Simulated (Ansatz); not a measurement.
Input file for `[CH3][InH-]([CH3])[AsH3+]`:

```yaml
crystal:
  periodic: [false, false, false]
  atoms:
    - {symbol: C, position_ang: [-1.480706, 1.616462, -0.293250]}
    - {symbol: In, position_ang: [-0.264898, 0.335714, 0.967699]}
    - {symbol: C, position_ang: [1.888667, 0.600548, 0.985966]}
    - {symbol: As, position_ang: [-0.225351, -1.936988, -0.945630]}
    - {symbol: H, position_ang: [-2.446420, 1.157566, -0.512043]}
    - {symbol: H, position_ang: [-1.668424, 2.562877, 0.220115]}
    - {symbol: H, position_ang: [-0.973522, 1.840260, -1.233693]}
    - {symbol: H, position_ang: [-1.023883, -0.593644, 2.228150]}
    - {symbol: H, position_ang: [2.397669, -0.303478, 1.324767]}
    - {symbol: H, position_ang: [2.151524, 1.409682, 1.672075]}
    - {symbol: H, position_ang: [2.261381, 0.866849, -0.004975]}
    - {symbol: H, position_ang: [-0.717263, -3.315754, -0.567864]}
    - {symbol: H, position_ang: [1.073569, -2.407953, -1.561202]}
    - {symbol: H, position_ang: [-0.985242, -1.861342, -2.251213]}
basis:
  gaussian: {orbitals: def2-SVP}
correlation: {method: ccsd_t}
```

```sh
$ ansatz run in.yaml --threads 4 --pin off --events-out ev --progress --plain --max-ram 11315MiB
```

Log, shortened:

```
Functional definition: HF
1465 factors; integrals over basis functions are off by at most 1.2e-3 eV
mean field evaluation 1: about -68149.5176 eV, gradient 3.4e1 eV
mean field evaluation 2: about -68149.5841 eV, gradient 3.4e1 eV
mean field evaluation 4: about -68153.0584 eV, gradient 2.9e0 eV
mean field evaluation 8: about -68153.1020 eV, gradient 1.6e-1 eV
mean field evaluation 16: about -68153.0289 eV, gradient 4.3e-1 eV
mean field -68153.10212342 eV, -2504.5803072038 hartree, gradient 3.8e-6 eV, S^2 0.000000; 0 other end points of the search recorded, 0 dependent functions left out
15 core orbitals not correlated: weight in the atoms' cores, before any rotation towards them, 1.000 or more for the frozen orbitals, at most 0.000 for the correlated occupied ones
reference -68153.10212342 eV, -2504.5803072038 hartree; 23, 23 occupied and 98, 98 virtual orbitals, 1465 factors
second order -17.69087771 eV of doubles, -0.00000000 eV of singles
cycle   1  -18.67200566 eV  change   -9.8e-1 eV  update   9.9e-2
cycle   2  -19.28824701 eV  change   -6.2e-1 eV  update   3.1e-2
cycle   3  -19.34947879 eV  change   -6.1e-2 eV  update   1.1e-2
cycle   4  -19.35163246 eV  change   -2.2e-3 eV  update   3.1e-3
cycle   5  -19.35081379 eV  change    8.2e-4 eV  update   9.2e-4
cycle   6  -19.35035542 eV  change    4.6e-4 eV  update   3.1e-4
cycle   7  -19.35037408 eV  change   -1.9e-5 eV  update   1.1e-4
cycle   8  -19.35038594 eV  change   -1.2e-5 eV  update   3.7e-5
perturbative correction -0.54253610 eV, -0.0199378341 hartree
Total energy: -68172.99504546 eV, -2505.3113586051 hartree
```

Run time 18 s (4 threads of an Intel Xeon Platinum 8259CL on a shared host); peak host memory 1.1 GiB.

MP2 recovers 88.9 % of the CCSD(T) correlation energy and the triples give 2.7 %; T1 = 0.0089.
